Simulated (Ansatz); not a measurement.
Relaxation of CH7AlBrN (11 atoms, charge 0, multiplicity 1), to a largest force component of 0.03 eV/Å in at most 50 steps.

All numbers below come from UKS B3LYP-D4/def2-SVP in Ansatz.

```xyz
11
Properties=species:S:1:pos:R:3
Al -1.776 -1.533 -0.594
Br 0.046 -2.314 -1.917
H -2.608 -0.338 -1.195
H -2.162 -2.407 0.657
H 1.209 -0.488 -0.119
N 0.724 0.074 0.583
C 0.859 1.503 0.327
H 1.092 -0.191 1.495
H 0.292 2.071 1.082
H 0.423 1.746 -0.653
H 1.901 1.878 0.333
```

Q: Where does it end, and by what steps?

A: The run converged. The force dipped under the threshold on the way, but the program's further checks kept it going. After 25 steps the energy has fallen by 1.148 eV; H3 moved furthest, 1.07 Å. Joined: Al1–N6 (3.20 → 2.05 Å).

```csv
step,energy less start (eV),largest force component (eV/Å),accepted
0,0.0000,1.196,yes
1,-0.2400,0.474,yes
2,-0.4778,0.575,yes
3,-0.7649,0.629,yes
4,-0.9796,0.716,yes
5,-1.0771,0.340,yes
6,-1.0735,0.302,no
7,-1.1048,0.044,yes
8,-1.1105,0.083,yes
9,-1.1120,0.029,yes
10,-1.1133,0.019,yes
11,-1.1137,0.018,yes
12,-1.1144,0.036,yes
13,-1.1143,0.227,no
14,-1.1159,0.035,yes
15,-1.1186,0.079,yes
16,-1.1203,0.242,yes
17,-1.1253,0.170,yes
18,-1.1335,0.082,yes
19,-1.1413,0.247,yes
20,-1.1442,0.171,yes
21,-1.1420,0.166,no
22,-1.1466,0.040,yes
23,-1.1474,0.054,yes
24,-1.1477,0.036,yes
25,-1.1479,0.017,yes
```

```xyz
11
Properties=species:S:1:pos:R:3
Al -1.176 -1.100 -0.279
Br -0.219 -1.461 -2.379
H -2.307 0.015 -0.234
H -1.255 -2.393 0.644
H 1.229 -0.741 0.433
N 0.421 -0.127 0.570
C 0.713 1.221 0.027
H 0.275 -0.082 1.584
H -0.162 1.866 0.184
H 0.885 1.129 -1.054
H 1.595 1.675 0.504
```

Run time: 120 s on 4 threads of Arm Neoverse N1, on a shared host, peak memory 0.4 GiB.
